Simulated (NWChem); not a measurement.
System: C2H3NO2Si; SMILES N1=CC(=O)O[SiH2]1

Input file for NWChem:

```
start job
memory heap 200 mb stack 900 mb global 1100 mb
geometry units angstroms noautosym nocenter noautoz
  O     -0.213527     2.311254     0.000000
  C     -0.069504     1.127381     0.000000
  C      1.269224     0.391941     0.000000
  N      1.274514    -0.878852     0.000000
  Si    -0.433632    -1.362382     0.000000
  O     -1.073677     0.224210     0.000000
  H      2.184172     1.006548     0.000000
  H     -0.823897    -2.085592     1.233012
  H     -0.823897    -2.085592    -1.233012
end
basis spherical
  * library 6-311g**
end
dft
  xc b3lyp
  iterations 150
end
property
  shielding 8 1 2 3 4 5 6 7 8
end
task dft property
```

NWChem printed, in part:

```
             Northwest Computational Chemistry Package (NWChem) 7.3.0
             --------------------------------------------------------

                             Geometry "geometry" -> ""
                             -------------------------

 Output coordinates in angstroms (scale by  1.889725989 to convert to a.u.)

  No.       Tag          Charge          X              Y              Z
 ---- ---------------- ---------- -------------- -------------- --------------
    1 O                    8.0000    -0.21352700     2.31125400     0.00000000
    2 C                    6.0000    -0.06950400     1.12738100     0.00000000
    3 C                    6.0000     1.26922400     0.39194100     0.00000000
    4 N                    7.0000     1.27451400    -0.87885200     0.00000000
    5 Si                  14.0000    -0.43363200    -1.36238200     0.00000000
    6 O                    8.0000    -1.07367700     0.22421000     0.00000000
    7 H                    1.0000     2.18417200     1.00654800     0.00000000
    8 H                    1.0000    -0.82389700    -2.08559200     1.23301200
    9 H                    1.0000    -0.82389700    -2.08559200    -1.23301200

 Effective nuclear repulsion energy (a.u.)     284.0439026592

                              NWChem Property Module
                              ----------------------

  itol2e modified to match energy
  convergence criterion.

                                 NWChem DFT Module
                                 -----------------

 Summary of "ao basis" -> "ao basis" (spherical)
 ------------------------------------------------------------------------------
       Tag                 Description            Shells   Functions and Types
 ---------------- ------------------------------  ------  ---------------------
 O                          6-311g**                 8       18   4s3p1d
 C                          6-311g**                 8       18   4s3p1d
 N                          6-311g**                 8       18   4s3p1d
 Si                         6-311g**                12       26   6s5p1d
 H                          6-311g**                 4        6   3s1p

  itol2e modified to match energy
  convergence criterion.

            General Information
            -------------------
          SCF calculation type: DFT
          Wavefunction type:  closed shell.
          No. of atoms     :     9
          No. of electrons :    52
           Alpha electrons :    26
            Beta electrons :    26
          Charge           :     0
          Spin multiplicity:     1
          Use of symmetry is: off; symmetry adaption is: off
          Maximum number of iterations: 150
          AO basis - number of functions:   134
                     number of shells:    64
          Convergence on energy requested:  1.00D-07
          Convergence on density requested:  1.00D-05
          Convergence on gradient requested:  5.00D-04

              XC Information
              --------------
                         B3LYP Method XC Potential
                     Hartree-Fock (Exact) Exchange  0.200
                        Slater Exchange Functional  0.800 local
                    Becke 1988 Exchange Functional  0.720 non-local
              Lee-Yang-Parr Correlation Functional  0.810
                  VWN I RPA Correlation Functional  0.190 local

             Grid Information
             ----------------
          Grid used for XC integration:  fine
          Radial quadrature: Mura-Knowles
          Angular quadrature: Lebedev.
          Tag              B.-S. Rad. Rad. Pts. Rad. Cut. Ang. Pts.
          ---              ---------- --------- --------- ---------
          O                   0.60       70          12.0       590
          C                   0.70       70          11.0       590
          N                   0.65       70           9.0       590
          Si                  1.10      123          11.0       770
          H                   0.35       60          12.0       590
          Grid pruning is: on
          Number of quadrature shells:   653
          Spatial weights used:  Erf1

      Superposition of Atomic Density Guess
      -------------------------------------

 Sum of atomic energies:        -569.53205779

      Non-variational initial energy
      ------------------------------

 Total energy =    -572.345302
 1-e energy   =   -1348.092846
 2-e energy   =     491.703641
 HOMO         =      -0.302912
 LUMO         =      -0.083935

   convergence    iter        energy       DeltaE   RMS-Dens  Diis-err
 ---------------- ----- ----------------- --------- --------- ---------
 d= 0,ls=0.0,diis     1   -572.6483927813 -8.57D+02  1.27D-02  2.19D+00
 d= 0,ls=0.0,diis     2   -572.2302851338  4.18D-01  9.58D-03  6.48D+00
 d= 0,ls=0.0,diis     3   -572.8219492102 -5.92D-01  2.53D-03  2.46D-01
 d= 0,ls=0.0,diis     4   -572.8315955345 -9.65D-03  1.28D-03  1.44D-01
 d= 0,ls=0.0,diis     5   -572.8434929912 -1.19D-02  3.20D-04  3.89D-03
  Resetting Diis
 d= 0,ls=0.0,diis     6   -572.8438129684 -3.20D-04  1.10D-04  7.85D-04
 d= 0,ls=0.0,diis     7   -572.8438892892 -7.63D-05  1.03D-04  8.56D-05
 d= 0,ls=0.0,diis     8   -572.8438640101  2.53D-05  6.68D-05  3.29D-04
 d= 0,ls=0.0,diis     9   -572.8438975815 -3.36D-05  7.83D-06  3.42D-06
 d= 0,ls=0.0,diis    10   -572.8438979249 -3.43D-07  1.54D-06  1.98D-07
 d= 0,ls=0.0,diis    11   -572.8438979423 -1.74D-08  4.74D-07  8.62D-09

         Total DFT energy =     -572.843897942322
      One electron energy =    -1351.146203091029
           Coulomb energy =      551.368067216435
    Exchange-Corr. energy =      -57.109664726954
 Nuclear repulsion energy =      284.043902659225

 Numeric. integr. density =       51.999995564334

                       DFT Final Molecular Orbital Analysis
                       ------------------------------------

 Vector   24  Occ=2.000000D+00  E=-3.358929D-01
              MO Center=  4.5D-01,  6.4D-01, -6.6D-06, r^2= 3.9D+00
   Bfn.  Coefficient  Atom+Function         Bfn.  Coefficient  Atom+Function
  ----- ------------  ---------------      ----- ------------  ---------------
     7      0.284906  1 O  px                11      0.252982  1 O  px
    61      0.239830  4 N  px                46     -0.204645  3 C  s
    65      0.203750  4 N  px                 3      0.198554  1 O  px
    57      0.161929  4 N  px                29      0.152193  2 C  px
    64      0.146475  4 N  s                 28      0.130313  2 C  s

 Vector   25  Occ=2.000000D+00  E=-3.358823D-01
              MO Center= -5.3D-01,  3.6D-01,  6.6D-06, r^2= 4.2D+00
   Bfn.  Coefficient  Atom+Function         Bfn.  Coefficient  Atom+Function
  ----- ------------  ---------------      ----- ------------  ---------------
   111     -0.281869  6 O  pz                 9      0.258916  1 O  pz
   107     -0.255962  6 O  pz                13      0.249127  1 O  pz
     5      0.180851  1 O  pz               103     -0.178684  6 O  pz
   125      0.174592  8 H  s                131     -0.174590  9 H  s
   124      0.152197  8 H  s                130     -0.152194  9 H  s

 Vector   26  Occ=2.000000D+00  E=-2.776843D-01
              MO Center=  5.8D-01,  5.5D-01,  1.9D-10, r^2= 3.7D+00
   Bfn.  Coefficient  Atom+Function         Bfn.  Coefficient  Atom+Function
  ----- ------------  ---------------      ----- ------------  ---------------
    11      0.280493  1 O  px                 7      0.275514  1 O  px
    61     -0.229103  4 N  px                65     -0.221077  4 N  px
    46     -0.201345  3 C  s                 66      0.197794  4 N  py
     3      0.193461  1 O  px                28     -0.192084  2 C  s
    57     -0.155752  4 N  px                88      0.120506  5 Si px

 Vector   27  Occ=0.000000D+00  E=-9.395312D-02
              MO Center=  7.3D-01,  2.7D-01, -5.4D-10, r^2= 3.0D+00
   Bfn.  Coefficient  Atom+Function         Bfn.  Coefficient  Atom+Function
  ----- ------------  ---------------      ----- ------------  ---------------
    49      0.406539  3 C  pz                67     -0.396600  4 N  pz
    45      0.251490  3 C  pz                13     -0.244852  1 O  pz
    63     -0.242327  4 N  pz               125      0.206565  8 H  s
   131     -0.206565  9 H  s                 93     -0.195212  5 Si pz
    31      0.190440  2 C  pz                27      0.186237  2 C  pz

[...]

          -----------------------------------------
          Chemical Shielding Tensors (GIAO, in ppm)
          -----------------------------------------

                                NWChem CPHF Module
                                ------------------

  scftype          =     RHF
  nclosed          =       26
  nopen            =        0
  variables        =     2808
  # of vectors     =        3
  tolerance        = 0.10D-03
  level shift      = 0.00D+00
  max iterations   =       50
  max subspace     =       30

 SCF residual:    4.3253250634193095E-005

Iterative solution of linear equations
  No. of variables     2808
  No. of equations        3
  Maximum subspace       30
        Iterations       50
       Convergence  1.0D-04

   iter   nsub   residual    time
   ----  ------  --------  ---------
     1      3    7.01D-01      57.8
     2      6    7.37D-02      63.0
     3      9    8.40D-03      68.3
     4     12    4.94D-04      73.6
     5     15    1.43D-05      78.9

      Atom:    1  O
        Diamagnetic
    390.0819     -0.8735     -0.0000
     -0.8735    420.2507      0.0000
     -0.0000      0.0000    395.0073

        Paramagnetic
   -675.0459     -4.8805      0.0000
     -4.8805   -742.5000     -0.0000
      0.0000     -0.0000    -85.7490

        Total Shielding Tensor
   -284.9640     -5.7540      0.0000
     -5.7540   -322.2493     -0.0000
      0.0000     -0.0000    309.2583

           isotropic =     -99.3183
          anisotropy =    -335.6981

          Principal Components and Axis System
                 1           2           3
             -323.1171    309.2583   -284.0962

      1         0.1491      0.0000      0.9888
      2         0.9888     -0.0000     -0.1491
      3         0.0000      1.0000     -0.0000

      Atom:    2  C
        Diamagnetic
    256.9510      0.1363     -0.0000
      0.1363    268.0164     -0.0000
     -0.0000     -0.0000    232.0562

        Paramagnetic
   -327.8551    -14.3354      0.0000
    -14.3354   -179.3963      0.0000
      0.0000      0.0000   -183.6471

        Total Shielding Tensor
    -70.9041    -14.1991      0.0000
    -14.1991     88.6201      0.0000
      0.0000      0.0000     48.4091

           isotropic =      22.0417
          anisotropy =     101.7486

          Principal Components and Axis System
                 1           2           3
               89.8741    -72.1581     48.4091

      1        -0.0880      0.9961      0.0000
      2         0.9961      0.0880     -0.0000
      3         0.0000     -0.0000      1.0000

      Atom:    3  C
        Diamagnetic
    259.5632     -3.6974      0.0000
     -3.6974    266.8137      0.0000
      0.0000      0.0000    236.7993

        Paramagnetic
   -365.5386     -0.9800     -0.0000
     -0.9800   -251.9599     -0.0000
     -0.0000     -0.0000   -131.4228

        Total Shielding Tensor
   -105.9754     -4.6774     -0.0000
     -4.6774     14.8538      0.0000
     -0.0000      0.0000    105.3766

           isotropic =       4.7517
          anisotropy =    -166.3618

          Principal Components and Axis System
                 1           2           3
             -106.1562    105.3766     15.0346

      1         0.9993     -0.0000     -0.0386
      2         0.0386      0.0000      0.9993
      3         0.0000      1.0000     -0.0000

      Atom:    4  N
        Diamagnetic
    329.0003     12.5366     -0.0000
     12.5366    333.1573      0.0000
     -0.0000      0.0000    310.4366

        Paramagnetic
   -639.2167   -146.7272     -0.0000
   -146.7272   -705.8270      0.0000
     -0.0000      0.0000    -54.3375

        Total Shielding Tensor
   -310.2164   -134.1906     -0.0000
   -134.1906   -372.6697      0.0000
     -0.0000      0.0000    256.0991

           isotropic =    -142.2623
          anisotropy =    -505.4350

          Principal Components and Axis System
                 1           2           3
             -479.2190    256.0991   -203.6671

      1         0.6218     -0.0000      0.7832
      2         0.7832      0.0000     -0.6218
      3         0.0000      1.0000      0.0000

      Atom:    5  Si
        Diamagnetic
    881.7997     -0.1515     -0.0000
     -0.1515    883.6682      0.0000
     -0.0000      0.0000    873.4846

        Paramagnetic
   -527.0350    -31.5730      0.0000
    -31.5730   -531.7427     -0.0000
      0.0000     -0.0000   -565.1530

        Total Shielding Tensor
    354.7647    -31.7245      0.0000
    -31.7245    351.9255     -0.0000
      0.0000     -0.0000    308.3316

           isotropic =     338.3406
          anisotropy =      70.1411

          Principal Components and Axis System
                 1           2           3
              385.1014    321.5889    308.3316

      1         0.7227      0.6911     -0.0000
      2        -0.6911      0.7227      0.0000
      3         0.0000      0.0000      1.0000

      Atom:    6  O
        Diamagnetic
    393.0198      5.3818     -0.0000
      5.3818    416.4926      0.0000
     -0.0000      0.0000    377.2688

        Paramagnetic
   -227.8646     71.7881      0.0000
     71.7881   -445.2406      0.0000
      0.0000      0.0000   -112.2995

        Total Shielding Tensor
    165.1552     77.1699      0.0000
     77.1699    -28.7480      0.0000
      0.0000      0.0000    264.9693

           isotropic =     133.7922
          anisotropy =     196.7656

          Principal Components and Axis System
                 1           2           3
              264.9693    192.1181    -55.7109

      1         0.0000      0.9440     -0.3298
      2         0.0000      0.3298      0.9440
      3         1.0000     -0.0000     -0.0000

      Atom:    7  H
        Diamagnetic
     37.7384      7.4000      0.0000
      7.4000     29.6180      0.0000
      0.0000      0.0000     20.9350

        Paramagnetic
    -14.8144     -8.7943     -0.0000
     -8.7943     -5.4918      0.0000
     -0.0000      0.0000      1.9728

        Total Shielding Tensor
     22.9240     -1.3943     -0.0000
     -1.3943     24.1262      0.0000
     -0.0000      0.0000     22.9078

           isotropic =      23.3193
          anisotropy =       2.5861

          Principal Components and Axis System
                 1           2           3
               25.0434     22.9078     22.0067

      1        -0.5496      0.0000      0.8354
      2         0.8354     -0.0000      0.5496
      3         0.0000      1.0000     -0.0000

      Atom:    8  H
        Diamagnetic
     25.1881      2.5762     -3.4587
      2.5762     29.1263     -6.5560
     -3.4587     -6.5560     32.2350

        Paramagnetic
     -1.1472     -2.0997      1.9296
     -2.0997     -2.5524      3.4461
      1.9296      3.4461     -4.3452

        Total Shielding Tensor
     24.0408      0.4765     -1.5292
      0.4765     26.5740     -3.1099
     -1.5292     -3.1099     27.8898

           isotropic =      26.1682
          anisotropy =       6.8630

          Principal Components and Axis System
                 1           2           3
               30.7435     24.4836     23.2775

      1        -0.2183     -0.5813      0.7839
      2        -0.5994      0.7138      0.3624
      3         0.7701      0.3907      0.5042
```

Level: B3LYP/6-311G** (spherical d), GIAO. All runs use the structure optimised with PBE0/def2-SVP. The printed shielding anisotropy is the first printed principal value minus the mean of the other two.
